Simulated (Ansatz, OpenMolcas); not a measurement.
How methods differ on CH6B2O (SMILES BB(C)O)

The species is CH6B2O (10 atoms), meant as a singlet with charge 0. SMILES: `BB(C)O`. The shape is that of a PBE0-D4/def2-TZVP optimisation. This is one conformer, not always the lowest.

```xyz
10

B    -1.1574    0.8268   -0.6221
B     0.2894    0.0459   -0.2710
C     0.3773   -0.8347    1.0322
O     1.4326    0.1178   -1.0179
H    -2.0104    0.3121   -1.2922
H    -1.4404    1.8989   -0.1622
H    -0.5465   -1.3710    1.2659
H     1.2004   -1.5525    0.9757
H     0.5727   -0.1745    1.8867
H     1.3653    0.6798   -1.7923
```

Quantity: the vertical ionisation energy (to the doublet cation), in eV. The values are calculated.

| level | kind | program | value (eV) | CPU time (all runs) |
| --- | --- | --- | --- | --- |
| HF/def2-SVP | Hartree–Fock | OpenMolcas | 9.64 | 18 s |
| BLYP/def2-SVP | GGA | Ansatz | 9.46 | 14 s |
| PBE/def2-SVP | GGA | Ansatz | 9.56 | 14 s |
| r2SCAN/def2-SVP | meta-GGA | Ansatz | 9.69 | 29 s |
| r2SCAN0/def2-SVP | hybrid meta-GGA | Ansatz | 9.94 | 36 s |
| wB97X/def2-SVP | range-separated hybrid | Ansatz | 10.08 | 69 s |
| PBE-QIDH/def2-SVP | double hybrid | Ansatz | 10.13 | 23 s |
| RPA@PBE/def2-SVP | RPA | Ansatz | 9.96 | 26 s |
| CCSD/def2-SVP | coupled cluster or CI | Ansatz | 10.05 | 74 s |

The values span 9.46 to 10.13 eV. Times are those of the runs behind each value, whatever else they computed, on shared processors of several kinds: orders of magnitude only.
